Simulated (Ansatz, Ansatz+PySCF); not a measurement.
```xyz
2

B     0.0000    0.0000    0.0000
N     0.0000    0.0000    1.3451
```

Basis set: def2-SVP (spherical functions). Left uncorrelated: 2 orbitals. Correlation on ROHF uses semicanonical orbitals with singles. Charge 0, multiplicity 3.

Computed with Ansatz (development build ahead of 0.2.0); each method stands on the lowest determinant of its kind that the runs found.

Q: Give the atomization energy at this shape (free ground-state atoms in the same class of orbitals less the molecule, no zero-point energy) of triplet BN by ROHF-CCSD(T), ROHF-MP2, UHF-MP2, ROHF, UHF.

A:

```
      method  atomization energy
ROHF-CCSD(T)             4.10 eV
    ROHF-MP2             4.37 eV
     UHF-MP2             4.24 eV
        ROHF             2.34 eV
         UHF             2.28 eV
```

Caution: another spin multiplicity may lie lower.
